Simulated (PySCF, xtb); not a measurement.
Zn(Br)(Me) (CH3BrZn), SMILES [CH3][Zn][Br].

GFN2-xTB run with xtb 6.7.1 at its own geometry gives an orbital gap of 5.08 eV and a dipole moment of 5.71 D.

Geometry: B3LYP-D3(BJ)/def2-SVP. The structure was generated by enumeration; whether it is a known compound was not checked.

Question: What does r2SCAN/def2-TZVPD (PySCF) give? (Estimate from the structure and the level; the computed values follow.)

Answer: gap 6.04 eV (levels -7.22 and -1.19 eV), dipole 2.47 D.
